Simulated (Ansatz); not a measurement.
AlFH2 (SMILES [F][AlH2]) moved off its minimum; all values from Ansatz (a quantum-chemistry and plane-wave program), cores frozen in correlated methods.
(charge 0, multiplicity 1)
```xyz
4

Al    -0.23024    -0.47603     0.22759
H      0.47551    -1.33722     1.23817
H     -1.55457    -0.87987    -0.49668
F      0.45144     1.04640    -0.34645
```

Forces at HF/def2-TZVPP (eV/Å):

```csv
atom,Fx,Fy,Fz
Al1,0.523,2.939,-1.928
H2,0.579,-0.376,0.733
H3,-0.064,0.021,0.052
F4,-1.038,-2.584,1.143
```

Question: Give the forces (eV/Å), the total energy and the dipole at CCSD(T)/aug-cc-pV(T+d)Z.

Answer: 
```
atom      Fx      Fy      Fz
----  ------  ------  ------
Al1    0.322   2.415  -1.670
H2     0.598  -0.433   0.771
H3    -0.139  -0.004   0.002
F4    -0.781  -1.978   0.897
```
Energy -343.0021 hartree, dipole 1.95 D.
